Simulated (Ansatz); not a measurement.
Reading a saddle point

A first-order saddle point of CH7ClGe, singlet, PBE0-D4/def2-TZVP, with one imaginary mode of 592i cm⁻¹:

Ge1  (-0.748, 0.170, -0.856)
Cl2  (1.897, 0.431, -1.427)
H3  (-0.615, -0.956, -1.870)
H4  (-2.028, -0.092, -0.012)
H5  (-0.737, 1.640, -1.247)
H6  (0.928, 0.037, 0.029)
C7  (0.319, -0.244, 1.079)
H8  (-0.134, -1.226, 1.198)
H9  (-0.219, 0.533, 1.619)
H10  (1.337, -0.292, 1.487)
(Å)

Program: Ansatz 0.2.0. Basis: def2-TZVPP and def2-QZVPP. Cores are frozen in the correlated methods. Filled d shells of the heavier atoms are correlated. The def2 sets are not built for correlating such inner shells, so the correlated values are less sure here. Extrapolation: Hartree–Fock as exp(−7.88 √X), correlation as X^−2.97.

(1) Which contacts change along the imaginary mode, and what lies on either side? (Judge from chemistry; the calculation decides.)

(2) Which side is lower, and how far does the saddle lie above each? (An estimate is asked for; the value comes from the calculation.)

The T1 diagnostic stays at or below 0.011. The start structure is not quite a true minimum (one mode of 27i cm⁻¹).

Results:

(1) The calculation gives: The step is GeH₃Cl ([Cl][GeH3]) + CH₄ → CH₆Ge ([CH3][GeH3]) + HCl, with the molecules in contact on both sides. Shortening one way: Ge1–C7, Cl2–H6; lengthening the same way: Ge1–Cl2, H6–C7.
```json
{"pair": "Ge1–C7", "one side (Å)": "4.28", "saddle (Å)": "2.25", "other side (Å)": "1.95"}
{"pair": "Cl2–H6", "one side (Å)": "3.09", "saddle (Å)": "1.79", "other side (Å)": "1.29"}
{"pair": "Ge1–Cl2", "one side (Å)": "2.16", "saddle (Å)": "2.72", "other side (Å)": "4.15"}
{"pair": "H6–C7", "one side (Å)": "1.09", "saddle (Å)": "1.25", "other side (Å)": "3.21"}
```

(2) The calculation gives: The side with Ge1–Cl2, H6–C7 short is lower by 19.82 kcal/mol; the saddle lies 63.61 kcal/mol above it and 43.79 kcal/mol above the other (CCSD(T) at an estimated basis limit (MP2 extrapolated from triple and quadruple zeta, plus CCSD(T) − MP2 in triple zeta); electronic energies).

Labels in which every atom is bracketed show which atoms are joined, not bond orders.

For scale, one of the runs: CCSD(T)/def2-TZVPP, 219 basis functions, launched by `ansatz run in.yaml --threads 4 --pin off --events-out ev --progress --plain --max-ram 9574MiB`. The run took 88 s on 4 CPU threads of an Arm Neoverse V2 (shared host), with 3.2 GiB of host memory at its peak.
